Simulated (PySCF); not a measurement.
A search over the determinants of GeC

Unrestricted PBE0; Ge aug-cc-pVDZ-PP with ECP10, C aug-cc-pVDZ; scalar-relativistic core potentials (PySCF 2.14). Outer shells of the fragments: Ge 3d10 4s2 4p2; C 2s2 2p2.

Followed along the bond (rough minima from three points):

```csv
2Ms+1,unpaired,⟨S²⟩ at the start,R at minimum (Å),Te (eV)
3,"σ ↑, π ↑",2.11,1.81,0.00
3,π ↑↑,2.00,1.90,0.16
1,"σ ↑, π ↓",1.02,1.80,0.30
1,π ↑↓,1.00,1.91,0.44
1,none,0.00,1.92,1.25
```

Solutions found at the starting distance of 1.870 Å, counted from the lowest of them; the search is not exhaustive and high or unbound solutions are not listed, so other states can lie among these:

```csv
2Ms+1,unpaired,term,E (eV),⟨S²⟩,⟨Lz²⟩,μ (D)
3,"σ ↑, π ↑",³Π,0.00,2.11,1.00,-2.13
3,π ↑↑,³Σ⁻,0.14,2.00,0.00,-2.65
1,"σ ↑, π ↓",mixed,0.32,1.02,1.03,-2.35
1,π ↑↓,mixed,0.42,1.00,2.01,-2.58
1,none,mixed,1.25,0.00,2.00,-2.35
1,none,¹Σ⁺,1.61,0.00,0.00,-2.74
```

A term symbol is given only where ⟨S²⟩ and ⟨Lz²⟩ are close to those of a pure state; real π, δ and φ orbitals otherwise mix terms. A positive dipole means Ge(−)C(+).

Spin–orbit coupling is left out.
